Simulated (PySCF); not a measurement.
Correlation energy of Sm²⁺ (samarium, charge +2)

[Xe] 4f5 5d1, one real determinant (an excited configuration). Calculation: PySCF 2.14, in cc-pVDZ-X2C (8s7p5d3f1g, 84 functions); the spin-free X2C one-electron Hamiltonian (Gaussian nucleus). Frozen: [Ar] 3d10; 32 electrons correlated.

MP2 pair energies summed by pair of shells (mhartree):

```json
{"pair": "4d-4d", "energy": "-135.03", "share (%)": "18.3"}
{"pair": "5p-5p", "energy": "-107.94", "share (%)": "14.6"}
{"pair": "4d-4f", "energy": "-92.41", "share (%)": "12.5"}
{"pair": "4f-5p", "energy": "-87.18", "share (%)": "11.8"}
{"pair": "4d-5p", "energy": "-85.37", "share (%)": "11.6"}
{"pair": "4f-4f", "energy": "-40.63", "share (%)": "5.5"}
{"pair": "5s-5p", "energy": "-31.59", "share (%)": "4.3"}
{"pair": "4p-4d", "energy": "-24.00", "share (%)": "3.3"}
{"pair": "5p-5d", "energy": "-23.58", "share (%)": "3.2"}
{"pair": "4d-5s", "energy": "-21.56", "share (%)": "2.9"}
{"pair": "4f-5s", "energy": "-17.32", "share (%)": "2.4"}
{"pair": "4p-4f", "energy": "-15.35", "share (%)": "2.1"}
{"pair": "4p-4p", "energy": "-10.37", "share (%)": "1.4"}
{"pair": "4f-5d", "energy": "-7.23", "share (%)": "1.0"}
{"pair": "4p-5p", "energy": "-6.51", "share (%)": "0.9"}
{"pair": "5s-5s", "energy": "-5.78", "share (%)": "0.8"}
{"pair": "4d-5d", "energy": "-5.75", "share (%)": "0.8"}
{"pair": "4s-4d", "energy": "-5.55", "share (%)": "0.8"}
{"pair": "4p-5s", "energy": "-3.59", "share (%)": "0.5"}
{"pair": "5s-5d", "energy": "-3.05", "share (%)": "0.4"}
{"pair": "4s-4f", "energy": "-2.78", "share (%)": "0.4"}
{"pair": "4s-4p", "energy": "-2.34", "share (%)": "0.3"}
{"pair": "4s-4s", "energy": "-0.84", "share (%)": "0.1"}
{"pair": "4s-5p", "energy": "-0.73", "share (%)": "0.1"}
{"pair": "4p-5d", "energy": "-0.35", "share (%)": "0.0"}
{"pair": "4s-5s", "energy": "-0.27", "share (%)": "0.0"}
{"pair": "4s-5d", "energy": "-0.04", "share (%)": "0.0"}
```

Total MP2 correlation energy: -737.14 mhartree.

Same-spin part -294.61 and opposite-spin part -442.53 mhartree; SCS-MP2 scales them by 1/3 and 6/5 to -629.24 mhartree.

The reference is one real determinant that mixes LS terms of this configuration.

This basis was not built for core-valence correlation, so the inner-shell part is incomplete.
